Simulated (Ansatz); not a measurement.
CH6NPSi can be A, `C=NP[SiH3]`, or B, `C[SiH]1NP1`.

Isolated molecules relaxed with PBE0-D4/def2-TZVP in Ansatz; ΔE leaves out vibrations. CCSD(T)/CBS is the MP2 limit (def2-TZVPP, def2-QZVPP) plus CCSD(T) − MP2 in def2-TZVPP, frozen cores. Functionals use def2-TZVPP. B3LYP here is the variant with VWN-RPA as its local correlation; programs differ in this. One conformer a species, not always the lowest.

Q: Which is lower in electronic energy at CCSD(T)/CBS, and by how much? (Estimate.)

A: The calculation gave: B, by 27.3 kcal/mol.

Q: Give E(B) − E(A) in kcal/mol with ωB97M-V, HF/def2-TZVPP, CCSD(T)/def2-SVP, CCSD(T)/def2-TZVPP, CCSD/def2-TZVPP, LDA (SPW92), B3LYP-D4. (Estimate.)

A: The calculation gave: ωB97M-V -28.2, HF/def2-TZVPP -19.7, CCSD(T)/def2-SVP -18.1, CCSD(T)/def2-TZVPP -25.5, CCSD/def2-TZVPP -25.4, LDA (SPW92) -31.3, B3LYP-D4 -23.1. None reverses the order clearly.

Q: Does the order hold for the free energy at 298.15 K (harmonic terms from PBE0-D4)? (An estimate is asked.)

A: Ansatz gave: Yes: G(B) − G(A) = -23.1 kcal/mol, for one conformer each.

Largest T1 diagnostic: 0.015.

In def2-TZVPP, CCSD(T) changes the Hartree–Fock value by −5.7 kcal/mol (the triples alone add −0.0 kcal/mol) and MP2 by −9.7 kcal/mol. At CCSD(T), def2-SVP lies +9.2 kcal/mol from the extrapolated value and def2-TZVPP +1.9 kcal/mol.
